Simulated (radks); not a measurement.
Initial-state core-level shifts of neutral chlorine when its valence configuration changes from [Ne] 3s2 3p5. Calculated with a radial shooting solver on a logarithmic mesh with Libxc functionals: scalar-relativistic Kohn-Sham, PBEsol, spin-unpolarised, spherical densities, finite nucleus; Fermi nuclear charge, rms radius 3.3654 fm. Shifts are changes of the shell-averaged eigenvalues in eV (positive: less bound); the change of the density at the nucleus, which sets a Mossbauer isomer shift, is in e/bohr^3, on a base of 3593.

valence,1s,2s,2p,density at nucleus
3s1 3p6,-1.362,-1.356,-1.336,-13.0385
3s1.5 3p5.5,-0.691,-0.686,-0.677,-6.4643
